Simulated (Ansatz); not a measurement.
Species: C$_{3}$H$_{6}$O, SMILES `C=COC` (C–C–O–C torsion 0°) (charge 0, multiplicity 1).

Task: Give a relaxed geometry from CAM-B3LYP-D3(BJ)/def2-TZVP (Ansatz, an electronic-structure program).

Result: One answer among several that fit: the end point of this relaxation, one of several conformers (outside a Z-matrix the atoms follow the SMILES, hydrogens last).
Z-matrix (Å, degrees):
```
C
C 1 1.3256
O 1 1.3466 2 127.91
H 2 1.0790 1 118.83 3 -180.00
H 2 1.0791 4 117.66 1 -180.00
H 1 1.0826 2 121.98 4 0.00
C 3 1.4107 1 116.98 6 -180.00
H 7 1.0863 3 106.54 1 -180.00
H 7 1.0930 8 109.65 3 -120.14
H 7 1.0930 8 109.65 9 -119.73
```
